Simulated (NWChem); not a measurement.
System: C₂H₄N₂OSi; SMILES C1=NC=N[SiH2]O1

Parts of the log:

```
             Northwest Computational Chemistry Package (NWChem) 7.3.0
             --------------------------------------------------------

                             Geometry "geometry" -> ""
                             -------------------------

 Output coordinates in angstroms (scale by  1.889725989 to convert to a.u.)

  No.       Tag          Charge          X              Y              Z
 ---- ---------------- ---------- -------------- -------------- --------------
    1 C                    6.0000     1.13950500     1.06260800     0.00000000
    2 N                    7.0000     0.01815000     1.71225600     0.00000000
    3 C                    6.0000    -1.19607700     1.01036300     0.00000000
    4 N                    7.0000    -1.41028000    -0.26673700     0.00000000
    5 Si                  14.0000    -0.03964300    -1.33566400     0.00000000
    6 O                    8.0000     1.34593500    -0.26035500     0.00000000
    7 H                    1.0000     2.09241600     1.62970500     0.00000000
    8 H                    1.0000    -2.07283000     1.69547300     0.00000000
    9 H                    1.0000     0.05439700    -2.18261500     1.23096700
   10 H                    1.0000     0.05439700    -2.18261500    -1.23096700

 Effective nuclear repulsion energy (a.u.)     285.1553768253

  xc_inp: hfexch multiplicative factor not found.

                                 NWChem DFT Module
                                 -----------------

 Summary of "ao basis" -> "ao basis" (spherical)
 ------------------------------------------------------------------------------
       Tag                 Description            Shells   Functions and Types
 ---------------- ------------------------------  ------  ---------------------
 C                           6-31g*                  6       14   3s2p1d
 N                           6-31g*                  6       14   3s2p1d
 Si                          6-31g*                  8       18   4s3p1d
 O                           6-31g*                  6       14   3s2p1d
 H                           6-31g*                  2        2   2s

            General Information
            -------------------
          SCF calculation type: DFT
          Wavefunction type:  closed shell.
          No. of atoms     :    10
          No. of electrons :    52
           Alpha electrons :    26
            Beta electrons :    26
          Charge           :     0
          Spin multiplicity:     1
          Use of symmetry is: off; symmetry adaption is: off
          Maximum number of iterations: 150
          AO basis - number of functions:    96
                     number of shells:    46
          Convergence on energy requested:  1.00D-06
          Convergence on density requested:  1.00D-05
          Convergence on gradient requested:  5.00D-04

              XC Information
              --------------
                     Hartree-Fock (Exact) Exchange  1.000

      Superposition of Atomic Density Guess
      -------------------------------------

 Sum of atomic energies:        -549.47257470

      Non-variational initial energy
      ------------------------------

 Total energy =    -552.370909
 1-e energy   =   -1321.620417
 2-e energy   =     484.094131
 HOMO         =      -0.305821
 LUMO         =      -0.033042

     ---------------------------------------------
      Total Density - Mulliken Population Analysis
     ---------------------------------------------

[...]

                     NWChem Electrostatic Potential Fit Module
                     -----------------------------------------

 Atom parameters

 Number of atoms is                                   10
 Number of basis functions is                         96

 Grid parameters

 Maximum number of grid points is                  40768
 Number of grid points is                          40767
 Grid range                                     0.300000 nm
 Grid spacing                                   0.020000 nm
 Probe radius                                   0.070000 nm
 Atom radius factor                             1.000000

 Atomic radii

    1    0.100000
    6    0.147000
    7    0.140000
    8    0.136000
   14    0.187000
 FASTESP  F
  using M.O. file = ./job.movecs

    Atom              Coordinates                           Charge

                                                  ESP

    1 C     0.113951    0.106261    0.000000    0.848448
    2 N     0.001815    0.171226    0.000000   -0.927750
    3 C    -0.119608    0.101036    0.000000    0.922738
    4 N    -0.141028   -0.026674    0.000000   -0.979403
    5 Si   -0.003964   -0.133566    0.000000    1.289998
    6 O     0.134594   -0.026036    0.000000   -0.703052
    7 H     0.209242    0.162971    0.000000    0.015082
    8 H    -0.207283    0.169547    0.000000   -0.028228
    9 H     0.005440   -0.218262    0.123097   -0.219421
   10 H     0.005440   -0.218262   -0.123097   -0.218412
                                            ------------
                                                0.000000

 Dipole moment                                  0.591763

 Quadrupole moment Qxx                         -0.634726
                   Qyy                         -0.149686
                   Qzz                          0.784412

 RMS deviation kJ/mol                           0.070767

 RRMS %                                        32.349923
```

Level: Hartree-Fock/6-31G* (spherical d). Coordinates come from a PBE-D3(BJ)/def2-SVP optimisation.

Which NWChem input produces such a log?

This is not unique; one that fits is the input that was run:
```
start job
memory heap 200 mb stack 900 mb global 1100 mb
geometry units angstroms noautosym nocenter noautoz
  C      1.139505     1.062608     0.000000
  N      0.018150     1.712256     0.000000
  C     -1.196077     1.010363     0.000000
  N     -1.410280    -0.266737     0.000000
  Si    -0.039643    -1.335664     0.000000
  O      1.345935    -0.260355     0.000000
  H      2.092416     1.629705     0.000000
  H     -2.072830     1.695473     0.000000
  H      0.054397    -2.182615     1.230967
  H      0.054397    -2.182615    -1.230967
end
basis spherical
  C library 6-31g*
  N library 6-31g*
  Si library 6-31g*
  O library 6-31g*
  H library 6-31g*
end
dft
  xc hfexch
  iterations 150
  mulliken
end
task dft energy
esp
  recalculate
  probe 0.07
  range 0.3
  factor 1.0
  spacing 0.02
end
task esp
```
